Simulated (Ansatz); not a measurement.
Geometry optimisation, UKS PBE-D4/def2-SVP (Ansatz).

The input (input.yaml):

```yaml
crystal:
  periodic: [false, false, false]
  atoms:
    - { symbol: "N", position_ang: [-0.4025, 1.3815, 0.1868] }
    - { symbol: Al, position_ang: [0.0177, -0.3523, -0.3481] }
    - { symbol: S, position_ang: [2.0976, -1.1058, -0.0209] }
    - { symbol: Cl, position_ang: [-1.4176, -1.6564, -1.2777] }
    - { symbol: H, position_ang: [-1.24044, 0.52798, -0.46548] }
    - { symbol: H, position_ang: [-1.2537, 1.358, 0.8366] }
    - { symbol: H, position_ang: [1.8279, -1.5923, 1.2754] }
magnetization:
  spin_polarized: true
basis:
  gaussian: { orbitals: def2-SVP }
hamiltonian:
  xc: pbe
  dispersion: d4
relax:
  f_tol: 0.02
  max_steps: 50
```

Command:

```bash
$ ansatz run input.yaml --threads 2 --pin off --max-ram 3072MiB --backend cpu --events-out ev --progress --plain --runs-dir out
```

Task: Where does it end, and by what steps?

Result: The run converged. After 14 steps the energy has fallen by 3.169 eV; H7 moved furthest, 1.02 Å. Parted: Al2–H5. Joined: N1–H5.

```
step  energy less start (eV)  largest force component (eV/Å)  accepted
   0                  0.0000                           4.194       yes
   1                 -1.3131                           3.358       yes
   2                 -2.0671                           3.748       yes
   3                 -2.4555                           1.691       yes
   4                 -2.7444                           0.718       yes
   5                 -2.8432                           1.749       yes
   6                 -3.0001                           0.498       yes
   7                 -3.0069                           0.523       yes
   8                 -3.0705                           0.270       yes
   9                 -3.0923                           0.828       yes
  10                 -3.1105                           0.992       yes
  11                 -3.1458                           0.420       yes
  12                 -3.1658                           0.107       yes
  13                 -3.1678                           0.024       yes
  14                 -3.1687                           0.010       yes
```

```xyz
7
Properties=species:S:1:pos:R:3
N -0.882 1.037 0.044
Al -0.053 -0.522 -0.100
S 1.907 -0.833 0.834
Cl -0.979 -2.086 -1.186
H -1.793 1.245 -0.368
H -0.524 1.850 0.549
H 1.953 -2.129 0.415
```

Whether the end is a true minimum wasn't checked by a vibrational analysis.

Run time: 38 s on 2 threads of Intel(R) Xeon(R) Platinum 8259CL CPU @ 2.50GHz (Skylake/Cascade Lake), with other jobs on the host, peak memory 0.21 GiB.
